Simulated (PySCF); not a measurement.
Palladium: a sound run and one with changed settings

Sound run: Pd⁺ [Kr] 4d9, Pd²⁺ [Kr] 4d8. Calculation: PySCF 2.14, in def2-SVP with the def2 core potential (28 electrons); scalar relativity through the core potential. The sound run starts from symmetry-adapted Hartree-Fock orbitals and uses a fine grid where one is needed.

Changed run: initial guess atom, at most 3 SCF cycles. This setting is unsound on purpose.

| species | method | sound run (hartree) | changed run (hartree) | converged |
| --- | --- | --- | --- | --- |
| Pd⁺ | UHF | -126.76992 | -126.76969 | no |
| Pd⁺ | LDA | -127.26257 | -127.23633 | no |
| Pd⁺ | M06-L | -127.60600 | -127.60557 | no |
| Pd²⁺ | UHF | -126.12691 | -126.12675 | no |
| Pd²⁺ | LDA | -126.52013 | -126.51461 | no |
| Pd²⁺ | M06-L | -126.90232 | -126.90226 | no |

The SCF was stopped early; the energies are upper bounds that still move, and correlated levels were skipped or rest on poor orbitals.
